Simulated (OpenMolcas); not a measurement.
# Computed transition rates of Kr²⁺

```
Program             : OpenMolcas 26.06
Method              : SS-CASPT2, IPEA 0.25 Eh, imaginary shift 0.1 Eh (closed shells correlated: 3d 4s)
Basis               : ANO-RCC-VQZP [7s6p4d2f1g]
Scalar Hamiltonian  : DKH2, point nucleus
Active space        : 4 electrons in 3 orbitals (4p)
State averaging     : 2S+1 = 3 even, 3 roots; 2S+1 = 1 even, 6 roots
Spin-orbit coupling : state interaction with AMFI integrals over the reference wave functions, term energies averaged over their components
```

Rates come from the transition moments of the reference wave functions (E1 and E2 in the length form). At fixed line strength A goes as λ^-3 for E1 and M1 and as λ^-5 for E2, so a rate at the computed wavelength can be rescaled to the measured one. Measured vacuum wavelengths follow from level energies in Saloman, J. Phys. Chem. Ref. Data 36, 215 (2007). Branching counts decays inside the model space alone, at computed energies, and the table is only a selection of the E2 and M1 lines, drawn from those between levels with measured partners whose computed energy lies within a factor of 1.5 of the measured one.

```json
{"Upper": "4s² 4p⁴ ³P₀", "Lower": "4s² 4p⁴ ³P₁", "Type": "M1", "λ computed (nm)": "11640", "λ measured (nm)": "13080", "A computed (s-1)": "3.32e-02", "A rescaled (s-1)": "2.34e-02", "Branching %": "94.6"}
{"Upper": "4s² 4p⁴ ³P₁", "Lower": "4s² 4p⁴ ³P₂", "Type": "M1", "λ computed (nm)": "2387", "λ measured (nm)": "2199", "A computed (s-1)": "1.61e+00", "A rescaled (s-1)": "2.06e+00", "Branching %": "100.0"}
{"Upper": "4s² 4p⁴ ³P₀", "Lower": "4s² 4p⁴ ³P₂", "Type": "E2", "λ computed (nm)": "1981", "λ measured (nm)": "1882", "A computed (s-1)": "1.90e-03", "A rescaled (s-1)": "2.46e-03", "Branching %": "5.4"}
{"Upper": "4s² 4p⁴ ¹D₂", "Lower": "4s² 4p⁴ ³P₁", "Type": "M1", "λ computed (nm)": "952.4", "λ measured (nm)": "990.5", "A computed (s-1)": "5.17e-01", "A rescaled (s-1)": "", "Branching %": "11.1"}
{"Upper": "4s² 4p⁴ ¹D₂", "Lower": "4s² 4p⁴ ³P₂", "Type": "M1", "λ computed (nm)": "680.8", "λ measured (nm)": "682.9", "A computed (s-1)": "4.11e+00", "A rescaled (s-1)": "", "Branching %": "88.1"}
{"Upper": "4s² 4p⁴ ¹D₂", "Lower": "4s² 4p⁴ ³P₂", "Type": "E2", "λ computed (nm)": "680.8", "λ measured (nm)": "682.9", "A computed (s-1)": "3.78e-02", "A rescaled (s-1)": "", "Branching %": "0.8"}
{"Upper": "4s² 4p⁴ ¹S₀", "Lower": "4s² 4p⁴ ¹D₂", "Type": "E2", "λ computed (nm)": "524.2", "λ measured (nm)": "542.4", "A computed (s-1)": "5.41e+00", "A rescaled (s-1)": "4.56e+00", "Branching %": "9.9"}
{"Upper": "4s² 4p⁴ ¹S₀", "Lower": "4s² 4p⁴ ³P₁", "Type": "M1", "λ computed (nm)": "338.1", "λ measured (nm)": "350.5", "A computed (s-1)": "4.85e+01", "A rescaled (s-1)": "", "Branching %": "88.7"}
{"Upper": "4s² 4p⁴ ¹S₀", "Lower": "4s² 4p⁴ ³P₂", "Type": "E2", "λ computed (nm)": "296.2", "λ measured (nm)": "302.3", "A computed (s-1)": "7.54e-01", "A rescaled (s-1)": "", "Branching %": "1.4"}
```

Spin-changing lines and M1 lines between different terms are not rescaled, since their strength hangs on the term gaps too.

The largest correction is for 4s² 4p⁴ ³P₀ → 4s² 4p⁴ ³P₁ (M1): 3.32e-02 × (11640 / 13080)^3 = 2.34e-02 s-1, a factor of 0.70.

The computed rate and branching of 4s² 4p⁴ ³P₁ → 4s² 4p⁴ ³P₂ give the upper level a radiative lifetime of 1.000 / 1.61e+00 s-1 = 6.21e-01 s, counting decays inside the model space alone. The rescaled rate gives about 4.9e-01 s.

No measured rate stands beside these. Rescaling mends the energy factor alone: line strengths can still be far off where a level mixes with configurations outside the active space, and weak or spin-changing lines hang on small mixing coefficients that depend on the term gaps too, so rescaling need not improve them.

CASPT2 does not keep the components of a term degenerate, so their means are used; among the terms shown or strongly mixed into the levels shown the widest spread is 160 cm-1 (4s² 4p⁴ ¹D). With the s shell closed, the reference lacks s² → p² mixing. Computed and measured levels are paired by configuration, term and J; levels that our copy of the source lacks, or whose pairing is in doubt (as where it misses far off the trend of its configuration), stay unpaired. Only configurations of the active space appear.
